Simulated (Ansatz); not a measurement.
F3Y, triplet, at a GFN2-xTB geometry (such geometries of metal compounds can be far from the true shape) (the multiplicity is a formal guess) (core potentials on Y); PBE/def2-SVP in Ansatz (a program for electronic structure).

Here is a job for Ansatz.
Ansatz 0.2 input:
```yaml
crystal:
  periodic: [false, false, false]
  atoms:
    - {symbol: Y, position_ang: [0.02418329, -0.04764257, -0.10967719]}
    - {symbol: F, position_ang: [-1.64677441, -0.92126162, 0.23309831]}
    - {symbol: F, position_ang: [-0.02509880, 1.80595032, -0.59400106]}
    - {symbol: F, position_ang: [1.56707893, -0.67823755, 0.83617056]}
basis:
  gaussian:
    orbitals: def2-SVP
    final_grid: {core_spheres: 14, valence_spheres: 28, degree: 59}
hamiltonian:
  xc: pbe
magnetization: {spin_polarized: true, initial_magnetization: 2}
```

Question: Predict the main parts of the log of this Ansatz run.

Answer: 
```
Functional definition: PBE
733 factors; their error is unknown
mean field evaluation 1: about -9177.9384 eV, gradient 2.8e1 eV
mean field evaluation 2: about -9171.8610 eV, gradient 5.3e1 eV
mean field evaluation 4: about -9178.5242 eV, gradient 2.0e1 eV
mean field evaluation 8: about -9180.3693 eV, gradient 9.3e-2 eV
mean field evaluation 16: about -9180.3363 eV, gradient 3.2e-2 eV
mean field evaluation 32: about -9180.3364 eV, gradient 9.0e-6 eV
mean field evaluation 64: about -9180.3364 eV, gradient 1.9e-6 eV
mean field evaluation 96: about -9180.2164 eV, gradient 5.4e0 eV
mean field evaluation 128: about -9179.9224 eV, gradient 3.3e0 eV
mean field evaluation 160: about -9180.1730 eV, gradient 4.0e0 eV
mean field -9180.33640520 eV, -337.3711402357 hartree, gradient 9.0e-6 eV, S^2 2.001937; 5 other end points of the search recorded, 0 dependent functions left out
reference -9180.33646407 eV, -337.3711423990 hartree; 20, 18 occupied and 53, 55 virtual orbitals, 733 factors
Total energy: -9180.33646407 eV, -337.3711423990 hartree
```
